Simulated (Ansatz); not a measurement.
Species: CH$_{3}$AlF$_{2}$O (charge 0, singlet). 
Coordinates optimised at B3LYP-D3(BJ)/def2-TZVP (Ansatz, a program for electronic structure):
```xyz
8

C     -2.1849    -0.2097    -0.8194
O     -1.1438     0.3435    -0.0417
Al     0.4796     0.0618     0.1933
F      1.3230     0.9991     1.2412
F      1.2820    -1.1370    -0.5957
H     -2.5964     0.5595    -1.4766
H     -2.9817    -0.5639    -0.1617
H     -1.8420    -1.0468    -1.4341
```
Charge 0, spin multiplicity 1.

Dipole moments at this geometry, in debye (magnitudes).

```json
[
 {"level": "SVWN5/def2-TZVPD", "program": "Ansatz", "dipole (D)": "2.21"},
 {"level": "PBE/def2-TZVPD", "program": "Ansatz", "dipole (D)": "2.12"},
 {"level": "BLYP/def2-TZVPD", "program": "Ansatz", "dipole (D)": "2.15"},
 {"level": "revPBE/def2-TZVPD", "program": "Ansatz", "dipole (D)": "2.08"},
 {"level": "B97M-V/def2-TZVPD", "program": "Ansatz", "dipole (D)": "2.08"},
 {"level": "B3LYP/def2-TZVPD", "program": "Ansatz", "dipole (D)": "2.19"},
 {"level": "PBE0/def2-TZVPD", "program": "Ansatz", "dipole (D)": "2.17"},
 {"level": "HSE06/def2-TZVPD", "program": "Ansatz", "dipole (D)": "2.17"},
 {"level": "CAM-B3LYP/def2-TZVPD", "program": "Ansatz", "dipole (D)": "2.24"},
 {"level": "LC-wPBE/def2-TZVPD", "program": "Ansatz", "dipole (D)": "2.21"},
 {"level": "wB97M-V/def2-TZVPD", "program": "Ansatz", "dipole (D)": "2.17"},
 {"level": "wB97X-V/def2-TZVPD", "program": "Ansatz", "dipole (D)": "2.19"},
 {"level": "CCSD(T)/aug-cc-pV(D+d)Z", "program": "Ansatz", "dipole (D)": "2.20"}
]
```
